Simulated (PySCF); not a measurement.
## Fractional electron number in Cu²⁺ (copper, charge +2)

The 3d beta orbital of [Ar] 3d9 is emptied in steps (occupation f), with all orbitals relaxed, ending at [Ar] 3d8. All numbers are calculated (PySCF 2.14, a scalar-relativistic core potential, in aug-cc-pVTZ-PP with ECP10MDF (6s6p5d3f2g, 88 functions)). The exact energy is a straight line in f; departures are measured from the line between the end points of the same method.

```tsv
f	UHF (eV)	LDA (eV)	PBE (eV)
1	0.000	0.000	0.000
0.9	0.353	-0.817	-0.778
0.7	0.793	-1.922	-1.826
0.5	0.909	-2.306	-2.185
0.3	0.736	-1.951	-1.845
0.1	0.304	-0.842	-0.795
0	0.000	0.000	0.000
```

Question: For UHF, how does the orbital energy at f = 1 compare with the removal energy?

Answer: −ε = 38.054 eV against a total-energy difference of 34.048 eV. By Janak's theorem ε = ∂E/∂f, so the gap between them reflects the curvature. Along the path −ε is 37.120 (f = 0.9), 35.407 (f = 0.7), 33.879 (f = 0.5), 32.513 (f = 0.3), 31.289 (f = 0.1) eV.

```csv
method,E(f=0) − E(f=1) (eV),−ε at f=1 (eV),−ε at f=0.5 (eV)
UHF,34.048,38.054,33.879
LDA,38.014,28.976,37.928
PBE,37.148,28.534,37.091
```

Reference removal energy between the ground levels: 36.841 ± 0.012 eV (measured; NIST Atomic Spectra Database, ionization energies). The calculation has no spin-orbit coupling. The determinant left behind need not be the lowest term of the ion. UHF lacks correlation.
